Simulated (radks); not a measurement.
The numbers below are computed, except where a source is named.
Question: These are the eigenvalues of the occupied orbitals of an atom or ion with whole-number occupations (eV). Code: a radial shooting solver on a logarithmic mesh with Libxc functionals. Model: non-relativistic Kohn-Sham, PBE, spin-polarised, spherical densities, point nucleus.

1s: -13899.39
2s: -1806.146
2p: -1633.858
3s: -254.3403
3p: -193.1064
3d: -83.3479
4s: -22.1684
4p: -9.2828

Which element is it, and in what charge state? The configuration may be excited. Open shells, if any, are filled with parallel spins first.

Answer: Z = 36, krypton, charge 0: Kr in [Kr]. The list shows which subshells hold electrons but not how many an open one holds; the 1s level, -510.79 hartree, gives Z - s = 32.0 by -(Z - s)^2/2, which with screening narrows Z to a few neighbours, and the depths of the outer levels then fix element, charge and occupations together.
